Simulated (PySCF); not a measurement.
Stepwise substitution at one centre (Al NH2-H). Gas-phase values, no solvent. Strings in code marks are SMILES.

Computed with PySCF with r2SCAN-D4/def2-TZVP. All candidates: neutral, multiplicity 1. Excitations are Tamm–Dancoff values on a coarser integration grid. The basis has no diffuse functions, so Rydberg states are missing or too high.

```json
{
 "S1 excitation (TDA)": "6.14 eV",
 "dipole_moment": "1.36 D",
 "HOMO–LUMO gap": "5.47 eV"
}
```

Q: Name which member has these values.
A) `[NH2][AlH2]`
B) `[NH2][AlH][NH2]`
C) `[NH2][Al]([NH2])[NH2]`

A: A, `[NH2][AlH2]`. The others give `[NH2][AlH][NH2]`: 6.06 eV, 1.30 D, 5.95 eV; `[NH2][Al]([NH2])[NH2]`: 5.65 eV, 0.00 D, 5.67 eV
